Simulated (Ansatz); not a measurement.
`C/C=C(\F)[SiH3]` + CH₃OH → `C/C=C(\F)OC` + SiH₄  (substitution at a C–Si bond)

Program: Ansatz. Geometries: PBE0-D4/def2-TZVP. ΔE: electronic, gas phase. CBS: MP2 limit from def2 TZ/QZ plus the TZ coupled-cluster correction, frozen cores. This one scheme is used for every species. Double bonds are as drawn, so ΔE can hold a change between cis and trans. Functionals use def2-TZVPP. B3LYP here is the variant with VWN-RPA as its local correlation; programs differ in this. One conformer a species, not always the lowest.

`C/C=C(\F)[SiH3]`:

```xyz
12

C    -0.828   -1.911   -0.287
C     0.011   -0.684   -0.370
C    -0.149    0.420    0.352
F    -1.158    0.478    1.261
Si    0.895    1.968    0.258
H    -1.624   -1.803    0.450
H    -0.218   -2.777   -0.015
H    -1.280   -2.134   -1.257
H     0.832   -0.674   -1.079
H     1.941    1.739   -0.770
H     0.054    3.133   -0.118
H     1.524    2.245    1.575
```

CH₃OH:

```xyz
6

C    -0.256    0.067   -0.238
O     0.856   -0.596    0.318
H    -0.488   -0.431   -1.180
H    -0.048    1.123   -0.454
H    -1.143    0.009    0.406
H     1.080   -0.172    1.148
```

`C/C=C(\F)OC`:

Z-matrix (Å, degrees):
```
C
C 1 1.489
H 1 1.090 2 111.5
H 1 1.094 2 111.1 3 -120.6
H 1 1.094 2 111.1 3 120.5
C 2 1.323 1 124.9 3 1.5
H 2 1.083 1 119.5 3 179.7
O 6 1.332 2 125.4 1 173.6
F 6 1.344 2 121.8 1 -3.3
C 8 1.423 6 115.6 2 129.1
H 10 1.088 8 106.1 6 -176.9
H 10 1.091 8 111.2 6 63.9
H 10 1.095 8 110.4 6 -58.1
```

SiH₄:

Z-matrix (Å, degrees):
```
Si
H 1 1.485
H 1 1.485 2 109.5
H 1 1.485 2 109.5 3 -120.0
H 1 1.485 2 109.5 3 120.0
```

Is it downhill or uphill in electronic energy at CCSD(T)/CBS, and by how much? (Estimate.)

The calculation gave: Uphill: ΔE = +0.37 eV.

What do these levels give: PBE0-D4, B3LYP-D4, B2PLYP, PBE0, HF/def2-TZVPP, MP2/def2-TZVPP, CCSD/def2-TZVPP, HF/def2-QZVPP, SCS-MP2/def2-QZVPP, HF/CBS(def2), MP2/CBS(def2), CCSD/CBS(def2)? (An estimate is asked.)

Ansatz gave: PBE0-D4 0.28, B3LYP-D4 0.28, B2PLYP 0.29, PBE0 0.27, HF/def2-TZVPP 0.23, MP2/def2-TZVPP 0.32, CCSD/def2-TZVPP 0.29, HF/def2-QZVPP 0.24, SCS-MP2/def2-QZVPP 0.36, HF/CBS(def2) 0.24, MP2/CBS(def2) 0.40, CCSD/CBS(def2) 0.37 eV.

Largest T1 diagnostic among the species: 0.012.

In def2-TZVPP, CCSD(T) changes the Hartree–Fock value by +0.07 eV (the triples alone add −0.00 eV) and MP2 by +0.10 eV.
